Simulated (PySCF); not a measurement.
Geometry:
| atom | x (Å) | y (Å) | z (Å) |
| --- | --- | --- | --- |
| C1 | -2.316 | -1.248 | -0.544 |
| C2 | -1.469 | -1.311 | 0.485 |
| C3 | -0.799 | 0.019 | 0.713 |
| C4 | 0.723 | -0.074 | 0.774 |
| C5 | 1.452 | -0.533 | -0.511 |
| C6 | 2.279 | 0.772 | -0.509 |
| C7 | 1.508 | 1.262 | 0.736 |
| N8 | -1.296 | 0.860 | -0.381 |
| C9 | -2.337 | 0.143 | -1.112 |
| H10 | -2.951 | -2.060 | -0.904 |
| H11 | -1.288 | -2.185 | 1.115 |
| H12 | -1.131 | 0.430 | 1.690 |
| H13 | 0.985 | -0.688 | 1.650 |
| H14 | 2.033 | -1.460 | -0.408 |
| H15 | 0.785 | -0.657 | -1.378 |
| H16 | 2.164 | 1.399 | -1.406 |
| H17 | 3.357 | 0.624 | -0.345 |
| H18 | 2.126 | 1.461 | 1.623 |
| H19 | 0.872 | 2.144 | 0.566 |
| H20 | -0.539 | 1.113 | -1.007 |
| H21 | -2.160 | 0.159 | -2.203 |
| H22 | -3.336 | 0.603 | -0.964 |

Theory: geometry: PBE0-D3(BJ)/def2-SVP, σ from GIAO-PBE0/pcSseg-1, in PySCF 2.14 (isolated molecule, non-relativistic, one conformer).

δ = σ(ref) − σ, references computed at the same level: $^{13}$C (σref 184.41), $^{1}$H (σref 31.27) against TMS; NH3 for $^{15}$N (σref 265.67).

| atoms | nucleus | count | δ (ppm) |
| --- | --- | --- | --- |
| H19 | $^{1}$H | 1 | 2.05 |
| C7 | $^{13}$C | 1 | 23.1 |
| H14 | $^{1}$H | 1 | 1.76 |
| C3 | $^{13}$C | 1 | ? |
| H21 | $^{1}$H | 1 | 3.85 |
| H12 | $^{1}$H | 1 | 4.07 |
| C5 | $^{13}$C | 1 | ? |
| H15 | $^{1}$H | 1 | 1.58 |
| C2 | $^{13}$C | 1 | 141.3 |
| H17 | $^{1}$H | 1 | 1.91 |
| C1 | $^{13}$C | 1 | ? |
| N8 | $^{15}$N | 1 | 39.0 |
| H13 | $^{1}$H | 1 | 2.51 |
| H10 | $^{1}$H | 1 | 5.98 |
| C6 | $^{13}$C | 1 | 17.4 |
| H18 | $^{1}$H | 1 | ? |
| H16 | $^{1}$H | 1 | 1.58 |
| H11 | $^{1}$H | 1 | 5.58 |
| H22 | $^{1}$H | 1 | 3.84 |
| H20 | $^{1}$H | 1 | ? |
| C4 | $^{13}$C | 1 | ? |
| C9 | $^{13}$C | 1 | ? |

Q: Estimate the values marked ?.

A: 
- C1: 138.8 ppm, alkene CH; as expected for a trigonal carbon in a double bond
- C3: 70.6 ppm, allylic sp3 CH bonded to N; the inductive effect lowers its shielding
- C9: 58.1 ppm, allylic sp3 CH2 bonded to N; the inductive effect lowers its shielding
- C4: 36.8 ppm, sp3 CH in a ring; a saturated carbon with 3 carbon neighbours and no heteroatom attached
- C5: 19.0 ppm, sp3 CH2 in a ring; aliphatic region, no heteroatom directly attached
- H18: 2.07 ppm, hydrogen on an sp3 CH2 in a ring
- H20: 0.42 ppm, hydrogen on an amine nitrogen; exchangeable, gas-phase position

Exchangeable OH/NH protons stand at their gas-phase positions; hydrogen bonding in a real sample shifts them, mostly to higher δ. Shifts are as computed. Against solution values, carbons near 30 ppm lie about +2 ppm off and those near 130 ppm about +5 ppm. Of 1211 compounds with measured shifts, 218 miss one by over three times the rms of a fit or turn the order of signals round; such compounds aren't used in these exercises. Experimental scales use liquid or dissolved standards, which lie at an offset from isolated NH3 (liquid NH3: subtract about 20 ppm).
